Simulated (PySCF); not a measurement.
All values below come from PySCF with TPSSh-D3(BJ)/def2-TZVP // PBE0-D3(BJ)/def2-SVP. All species are isolated molecules in the gas phase. One relaxed conformer stands for a flexible species; it need not be the lowest. Delta-SCF ions had no search for a lower state. Excitations are Tamm–Dancoff values on a coarser integration grid. The basis has no diffuse functions, so Rydberg states are missing or too high.

Reference species (SMILES): `[CH3][GeH2][GeH2][GeH2][GeH2][GeH2][GeH2][CH3]` (neutral, multiplicity 1).

```json
{
  "S1 excitation (TDA)": "5.49 eV",
  "vertical ionisation energy (Delta-SCF)": "8.02 eV",
  "LUMO": "-1.00 eV"
}
```

Changed species: `[CH3][GeH2][GeH2][GeH2][CH3]` (C–Ge–Ge–Ge torsion 180°, Ge–Ge–Ge–C torsion 180°) (n = 3; the reference has n = 6).

Q: What does the change do to the S1 excitation (TDA), vertical ionisation energy (Delta-SCF) and LUMO?

A: the S1 excitation (TDA) goes up by 1.18 eV, to 6.67 eV; the vertical ionisation energy (Delta-SCF) rises by 0.88 eV, to 8.90 eV; the LUMO rises by 0.92 eV, to -0.08 eV.
